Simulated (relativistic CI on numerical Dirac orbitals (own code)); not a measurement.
**Ce30+: sensitivity of the levels to the model**

Base calculation: Dirac-Coulomb-Breit CI, orbitals from a KLI potential per configuration, model QED, unscaled Slater integrals.

Configuration list (outside the closed core [Ne]): 3s2.3p6.3d10, 3s2.3p6.3d9.4s, 3s2.3p6.3d9.4p, 3s2.3p6.3d9.4d, 3s2.3p6.3d9.4f, 3s2.3p5.3d10.4s, 3s2.3p6.3d8.4s2, 3s2.3p5.3d10.4p, 3s2.3p6.3d8.4s.4p, 3s2.3p6.3d9.5s, 3s2.3p5.3d10.4d, 3s2.3p6.3d8.4p2, 3s.3p6.3d10.4s, 3s2.3p6.3d9.5p, 3s2.3p6.3d8.4s.4d, 3s2.3p6.3d9.5d. Levels of other configurations are missing.

Variants: (1) non-relativistic limit; (2) one mean potential for all configurations. Shifts of the energy above 3s2.3p6.3d10 1S_0, in eV, for the lowest level and the first level of each name with at least 55 % of one term (blank where a level changes its place among those of its configuration and J or its character, or is not in the variant):

```csv
Level,Base,Δ(1),Δ(2)
3s2.3p6.3d10 1S_0,0.000,0.000,0.000
3s2.3p6.3d9.4s 3D_3,752.916,+51.940,-0.365
3s2.3p6.3d9.4s 3D_1,772.516,+32.340,-0.333
3s2.3p6.3d9.4p 3P°_2,813.829,+44.218,-0.316
3s2.3p6.3d9.4p 3F°_2,833.614,+27.015,-0.267
3s2.3p6.3d9.4p 3F°_4,841.685,+18.945,-0.293
3s2.3p6.3d9.4p 1D°_2,843.338,,-0.284
3s2.3p6.3d9.4p 1P°_1,844.011,,-0.265
3s2.3p6.3d9.4p 3D°_3,845.256,,-0.275
3s2.3p6.3d9.4p 3P°_0,858.851,-0.805,-0.256
3s2.3p6.3d9.4p 3D°_2,864.283,,-0.230
3s2.3p6.3d9.4d 3S_1,936.027,+12.796,-0.368
3s2.3p6.3d9.4d 1P_1,944.124,+12.047,-0.342
3s2.3p6.3d9.4d 3G_5,944.982,+10.982,-0.340
```

At this charge energies of transitions that change n are usually good to better than 1 %, and those within a shell (Δn = 0) to a few per cent.

Ionisation energy from the two ground configurations alone: base 1908.27 eV. The NIST ASD value (theoretical) is 1908 eV.

LS names give the leading component of a level, which can be under half, so a name can repeat, a term be missing and a line seem to break the LS rules.
